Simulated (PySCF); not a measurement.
# Radial density of Sr⁺ (strontium, charge +1)

UHF, [Kr] 5s1, 2S determinant. Computed with PySCF 2.14 in x2c-TZVPall (8s6p6d1f, 63 functions), with the spin-free X2C one-electron Hamiltonian (Gaussian nucleus).

| r (bohr) | 4πr²ρ (e/bohr) | 4πr²(ρα − ρβ) |
| --- | --- | --- |
| 0.0417 | 42.59 | -0.0004 |
| 0.0701 | 42.13 | 0.0005 |
| 0.118 | 57.55 | 0.0079 |
| 0.198 | 39.30 | -0.0008 |
| 0.334 | 38.87 | 0.0160 |
| 0.561 | 29.17 | -0.0005 |
| 0.944 | 8.166 | 0.0549 |
| 1.59 | 5.591 | -0.0101 |
| 2.67 | 0.9790 | 0.2218 |
| 4.49 | 0.2594 | 0.2545 |
| 7.56 | 0.01849 | 0.0185 |
| 12.7 | 3.018e-05 | 0.0000 |

Densities and radii are taken from the X2C orbitals without a picture-change correction, which distorts them close to the nucleus.

(1) Where is the radial spin density 4πr²(ρα − ρβ) most negative, and why is it negative at all?

Answers

(1) Around r = 1.59 bohr, down to -0.0101 e/bohr: exchange with the open shell polarises the paired shells in an unrestricted calculation.
